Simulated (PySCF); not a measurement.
# Static response to an electric field

GaMe2H, C₂H₇Ga.
Geometry (PBE0-D3(BJ)/def2-SVP, Å), atoms numbered from 1 in this order:
```xyz
10
C2H7Ga angstrom
Ga    -0.3898   -0.6668   -0.0028
C      1.5826   -0.6637   -0.0032
H      1.9588   -0.1860    0.9171
H      1.9652   -0.0639   -0.8456
H      2.0148   -1.6723   -0.0688
C     -1.3551    1.0534    0.0077
H     -1.1444    1.6058   -0.9237
H     -1.0015    1.6896    0.8357
H     -2.4443    0.9350    0.0973
H     -1.1864   -2.0310   -0.0137
```

Level: PBE0/def2-SVPD (PySCF), static field, nuclei fixed, core orbitals frozen in the response. The polarisability tensor in these axes (au):

```
x   63.44 -3.17  0.06
y   -3.17 59.87  0.05
z    0.06  0.05 44.63
```

Q: What are the eigenvalues, a third of the trace, and Δα (Δα² = ½Σ(αi − αj)² over the three pairs)?

A: Principal values 44.63, 58.02 and 65.29 au; mean 55.98 au = 8.30 Å³ = 9.23 × 10⁻⁴⁰ C²·m²/J; Δα = 18.15 au (32 % of the mean).

Q: What is the dipole moment, and where does it point?

A: (0.31, 0.53, 0.00) D, 0.62 D in size, pointing from the negative to the positive side. Measured along this direction, the outermost atoms are H10 at the negative end and H8 and H4 at the positive end.

Q: What molar refraction does this α imply?

A: Lorentz–Lorenz: R = (4π/3)N_A α = 2.5225 cm³/(mol·Å³) × 8.30 Å³ = 20.9 cm³/mol, in the limit of long wavelengths.

Q: Directions of the eigenvectors, and the extent of the frame along each?

A: Largest value along (0.86, -0.50, 0.00), where the nuclei span 5.17 Å; middle along (0.50, 0.86, 0.01), 3.31 Å; least along (0.00, 0.00, 1.00), 1.84 Å. The response follows the extents in order.

Q: Form Σ f/ω² (atomic units) for the 15 lowest TDDFT singlets, given as eV and f, and set it beside the mean polarisability, which is this sum over all singlets: 5.20, 0.0000; 5.35, 0.0029; 6.83, 0.0843; 7.10, 0.0136; 7.72, 0.0285; 7.84, 0.0717; 8.01, 0.0968; 8.08, 0.3563; 8.53, 0.0000; 8.59, 0.0314; 8.65, 0.1132; 8.75, 0.0002; 8.77, 0.0004; 8.87, 0.0320; 8.92, 0.0203.

A: They add up to 9.91 au, 17.7 % of the 55.98 au; the largest single term is 4.04 au, from the state at 8.08 eV. Terms in order: 0.00, 0.07, 1.34, 0.20, 0.35, 0.86, 1.12, 4.04, 0.00, 0.32, 1.12, 0.00, 0.00, 0.30, 0.19 au. Higher excitations give the rest. The strengths listed sum to 0.851.

Q: What depolarisation ratio follows for Rayleigh scattering of linearly polarised light, taking the static tensor?

A: ρ = 3Δα²/(45ᾱ² + 4Δα²) = 988.2/(141028 + 1317.6) = 0.00694.

Geometry: PBE0-D3(BJ)/def2-SVP; no solvent, vibrations or thermal averaging. The calculation is non-relativistic, for gallium too.
